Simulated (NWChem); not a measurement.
Species: SnH₃OCl; SMILES [Cl][SnH2][OH]

```xyz
6

Sn    -0.3075    -0.3722    -0.0014
O      1.3706    -1.4138    -0.0530
Cl     0.2748     1.9108    -0.0094
H     -1.0885    -0.7463    -1.4645
H     -1.1512    -0.6379     1.4612
H      1.9809    -1.1802     0.6563
```
Atoms are numbered in this order, from 1.

All runs: NWChem. Geometry: optimised at PBE0/def2-SVP. def2 effective core potentials on Sn; no spin-orbit coupling. Ions are spin-unrestricted doublets at the neutral geometry. Hybrids' shares of exact exchange are those that their runs print; pure functionals count as 0. The functionals differ in more than this share.

| row | share of exact exchange | ΔSCF ionisation energy minus −ε(HOMO) (eV) |
|---|---|---|
| PBE/def2-SVPD | 0.00 | 3.06 |
| B3LYP/def2-SVPD | 0.20 | 2.26 |
| PBE0/def2-SVPD | 0.25 | 2.07 |
| BHandHLYP/def2-SVPD | 0.50 | withheld |

Problem. Fit a straight line of the last column on the one before it, predict the withheld value, and compare with the run.

Solution. 
1. Means of the 3 shown rows: x = 0.150, y = 2.463. Slope Σ(x − x̄)(y − ȳ)/Σ(x − x̄)² = -0.1390/0.03500 = -3.971; intercept 3.059.
2. The shown rows scatter about the line by 0.004 (root mean square); the largest residual is 0.00, at B3LYP/def2-SVPD.
3. At x = 0.50 (BHandHLYP/def2-SVPD; beyond the shown range) the line gives 1.07.
4. The run gives 1.19, +0.12 from the line. The line crosses zero at a share of 0.77, outside the shown range.
